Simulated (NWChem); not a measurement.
System: C$_{2}$H$_{3}$ClF$_{2}$Si; SMILES C=C[Si](F)(F)Cl

```xyz
9

C     -0.7821    -2.5449    -0.0989
C     -0.6433    -1.4380     0.6588
Si     0.2872     0.0304     0.0454
F      0.8158    -0.2569    -1.4645
F      1.5990     0.3413     0.9515
Cl    -0.8573     1.7362     0.0300
H     -0.3436    -2.6125    -1.1087
H     -1.3395    -3.4280     0.2571
H     -1.0997    -1.4009     1.6639
```
Atoms are numbered in this order, from 1.

Level: PBE-D3(BJ)/def2-SVP (NWChem), optimised geometry, unscaled harmonic frequencies. 

```csv
frequency (cm⁻¹),IR intensity (km/mol)
76,0.0
144,0.2
169,0.5
215,4.0
275,14.8
305,22.9
376,12.9
512,14.0
571,98.9
714,169.8
876,151.6
933,109.9
969,24.4
980,30.8
997,16.3
1230,2.2
1372,19.6
1622,15.4
3063,6.2
3093,0.2
3160,1.7
```

```
Item                                                                                Value
-----------------------------------------------------------------------  ----------------
zero-point energy                                                           30.9 kcal/mol
thermal correction to the enthalpy at 298.15 K (with zero-point energy)     36.2 kcal/mol
heat capacity Cv                                                         24.1 cal/(mol K)
entropy at 298.15 K and 1 atm (symmetry number 1)                        85.8 cal/(mol K)
dipole moment                                                                      2.42 D
```

Rigid rotor and harmonic oscillator; modes under 100 cm⁻¹ make the entropy uncertain.
